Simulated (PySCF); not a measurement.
SnCl3(NHiPr), C3H8Cl3NSn.
Bonds: Sn1–Cl2, Sn1–Cl3, Sn1–Cl4, Sn1–N5, N5–C6, C6–C7, C6–C8. Hydrogens: H9 on N5; H10 on C6; H11, H12, H13 on C7; H14, H15, H16 on C8.

Method: PBE0-D3(BJ)/def2-SVP geometry optimisation, gas phase, def2 core potentials past Kr (PySCF 2.14.0); density fitting, grid level 1; the optimiser is geomeTRIC in internal coordinates, started from a GFN2-xTB structure with every atom displaced at random (about 0.03 Å).

Step 0: E = -48101.4305 eV
```
atom  x, y, z in Å  |  force x, y, z in eV/Å
Sn1     0.8417    1.1089    1.7060   -3.675   0.728  -1.118
Cl2     0.0303    1.6035    3.8504    0.059  -0.059  -0.162
Cl3     2.9533    0.5764    1.8095    2.914  -0.796   0.157
Cl4     0.7788    3.2196    0.4685   -0.041  -0.975   0.497
N5     -0.3682   -0.5021    1.0115   -0.076   2.017   2.912
C6     -0.4961   -0.8273   -0.3566    0.815  -0.964  -1.038
C7      0.9147   -1.0603   -0.9721   -4.360   2.160  -1.362
C8     -1.2843    0.1410   -1.1912   -3.218  -1.976   0.894
H9     -1.2955   -0.3015    1.4789    1.101  -0.372  -0.737
H10    -1.0111   -1.8209   -0.2884    0.053   0.318  -0.556
H11     1.3643   -0.1054   -1.0737    0.955   1.251  -0.254
H12     0.8080   -1.5257   -1.9252    0.031  -0.394  -1.138
H13     1.4052   -1.6540   -0.3538    2.923  -3.018   3.114
H14    -0.8807    1.0987   -1.2221    1.371   2.098  -0.373
H15    -1.4855   -0.2956   -2.1792    0.098   0.324  -0.182
H16    -2.3093    0.3108   -0.6960    1.050  -0.342  -0.654
```

Step 1: E = -48102.3678 eV
```
atom  x, y, z in Å  |  force x, y, z in eV/Å
Sn1     0.7702    1.0582    1.6435    0.554   0.338   0.242
Cl2    -0.0073    1.6353    3.7644    0.081   0.002  -0.014
Cl3     3.0327    0.4884    1.7427   -0.132   0.025   0.026
Cl4     0.6516    3.0031    0.3499    0.003   0.117  -0.077
N5     -0.3646   -0.4811    1.0792   -0.425   0.102   0.177
C6     -0.4974   -0.8173   -0.3262    0.412  -0.560  -0.479
C7      0.9019   -1.0271   -0.9239   -0.730   0.095   0.123
C8     -1.3162    0.1625   -1.1537   -0.400   0.062   0.364
H9     -1.2692   -0.2962    1.5164   -0.110  -0.241  -0.027
H10    -1.0069   -1.8034   -0.3428    0.008   0.096  -0.020
H11     1.4064   -0.0515   -1.0125    0.195  -0.011  -0.043
H12     0.8179   -1.4604   -1.9296    0.095   0.031  -0.038
H13     1.4856   -1.6982   -0.2849    0.162  -0.022   0.020
H14    -0.8431    1.1570   -1.1677    0.074  -0.045  -0.187
H15    -1.4763   -0.2072   -2.1765    0.145   0.071  -0.068
H16    -2.3195    0.3041   -0.7119    0.067  -0.062  -0.001
```

Step 2: E = -48102.4012 eV
```
atom  x, y, z in Å  |  force x, y, z in eV/Å
Sn1     0.8024    1.0906    1.6750   -0.189  -0.413  -0.218
Cl2     0.0415    1.6754    3.7963    0.051  -0.004   0.000
Cl3     3.0455    0.4511    1.8056   -0.173   0.013  -0.019
Cl4     0.7569    3.0527    0.3894    0.006  -0.014  -0.044
N5     -0.3932   -0.4627    1.0750    0.218   0.425   0.118
C6     -0.5066   -0.8279   -0.3366    0.256   0.001  -0.058
C7      0.8863   -1.0058   -0.9300   -0.105  -0.028   0.085
C8     -1.3537    0.1288   -1.1661   -0.022   0.091   0.103
H9     -1.3088   -0.3164    1.5024   -0.012  -0.035   0.021
H10    -0.9977   -1.8195   -0.3528   -0.012  -0.016   0.086
H11     1.3959   -0.0287   -1.0271    0.014  -0.042   0.017
H12     0.8260   -1.4394   -1.9394    0.029   0.021   0.032
H13     1.5015   -1.6639   -0.2940   -0.045   0.079  -0.086
H14    -0.8897    1.1302   -1.2059   -0.014  -0.086  -0.038
H15    -1.4823   -0.2450   -2.1926    0.036   0.024  -0.040
H16    -2.3585    0.2465   -0.7328   -0.038  -0.014   0.040
```

Task: Estimate the geometry and energy of step 3. (The exact step hangs on the optimiser's Hessian estimate; all steps are aligned on step 2, rigid shifts and turns removed.)

Result: E = -48102.4170 eV, largest force 0.156 eV/Å
```
atom  x, y, z in Å  |  force x, y, z in eV/Å
Sn1     0.7910    1.0702    1.6553   -0.069  -0.083  -0.085
Cl2     0.0682    1.6890    3.7783    0.020  -0.004  -0.009
Cl3     3.0084    0.3748    1.7865   -0.035   0.010  -0.008
Cl4     0.7859    3.0155    0.3368    0.024  -0.052  -0.010
N5     -0.4106   -0.4541    1.0799    0.018   0.154   0.012
C6     -0.5039   -0.8267   -0.3321    0.004   0.069   0.047
C7      0.8902   -0.9732   -0.9131    0.139  -0.057   0.009
C8     -1.3646    0.1226   -1.1570    0.050   0.021  -0.037
H9     -1.3307   -0.3237    1.5038    0.042  -0.024   0.003
H10    -0.9811   -1.8244   -0.3488    0.004  -0.033   0.050
H11     1.3929    0.0090   -0.9981   -0.040  -0.014   0.015
H12     0.8559   -1.3967   -1.9275   -0.017   0.009   0.021
H13     1.5182   -1.6225   -0.2815   -0.066   0.042  -0.057
H14    -0.9099    1.1271   -1.1963   -0.029  -0.034   0.030
H15    -1.4703   -0.2407   -2.1908   -0.026  -0.003   0.000
H16    -2.3739    0.2198   -0.7290   -0.020  -0.001   0.018
```

The energy changes by -0.0158 eV. The first-order estimate −F·Δx gives -0.0316 eV and the mean of the old and new forces, exact on a quadratic surface, -0.0202 eV. The step makes an angle of 76° with the force vector and moves no atom by more than 0.087 Å.

The cost below is that of the whole optimisation. On one thread of an Arm Neoverse V2, no GPU (shared host), this took 4.0 min of wall time and 0.78 GiB of memory at its peak.
